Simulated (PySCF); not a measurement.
Z-matrix (Å, degrees):
```
Hf
N 1 2.0188
H 2 1.0274 1 125.60
H 2 1.0275 3 108.45 1 174.21
N 1 2.0232 2 104.50 3 -92.69
H 5 1.0251 1 128.11 2 -0.40
H 5 1.0282 6 108.41 1 179.97
Cl 1 2.3796 2 110.22 3 151.06
Cl 1 2.3798 2 110.38 3 23.51
```
Charge 0, spin multiplicity 1.

Give the total energy, HOMO–LUMO gap, LUMO, HOMO, dipole moment and charge on the central atom (Mulliken) at the level PySCF with TPSSh-D3(BJ)/def2-TZVP // PBE-D3(BJ)/def2-SVP.


```json
{
 "total_energy": "-1080.7014 Ha",
 "HOMO–LUMO gap": "5.60 eV",
 "LUMO": "-1.36 eV",
 "HOMO": "-6.97 eV",
 "dipole_moment": "0.678 e·Å",
 "charge on the central atom (Mulliken)": "1.33 e"
}
```
